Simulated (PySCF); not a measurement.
**Adding and removing an electron: SrBe**

ωB97X; Sr def2-SVP with ECP28, Be def2-SVP; scalar-relativistic core potentials (PySCF 2.14). Neutral (UKS): singlet (closed shell), Re = 3.962 Å, ωe = 71.6 cm⁻¹, De = 0.07 eV, HOMO -5.41 eV, LUMO -0.05 eV.

SrBe⁺ (UKS): doublet (σ ↑), Re = 3.266 Å, ωe = 219 cm⁻¹, De = 0.50 eV to Sr⁺ + Be. The energies at the minima are -45.32780 hartree for SrBe and -45.12865 for SrBe⁺.

Task: Work out the adiabatic ionisation energy, without and with harmonic zero-point energies (1 hartree = 27.2114 eV, 1 eV = 8065.5 cm⁻¹), and the change of the bond length.

Result: At ωB97X: 0.19915 hartree = 5.419 eV between the minima; the zero-point term (219.0 − 71.6)/2 cm⁻¹ = +0.009 eV makes it 5.428 eV. Re changes by -69.6 pm against the neutral. Minus the HOMO energy is 5.41 eV, -0.01 eV from the value between the minima; self-interaction puts the Kohn–Sham level too high, less so with exact exchange. The electron leaves a σ orbital, and the shorter bond of the ion fits an antibonding orbital, or a change in how ionic the bond is.

Closed-shell solutions of metal pairs were not tested for spin polarisation, which can lower them a little. Weak bonds: SrBe. Basis-set superposition, not corrected here, can be much of De in a small basis, most of all at correlated wavefunction levels. Spin–orbit coupling is left out. For an ion De counts to the pair picked by the measured ionisation energies or electron affinities, which need not be the lowest pair at this level. States were picked by a PBE0 search and need not be the measured ground states.
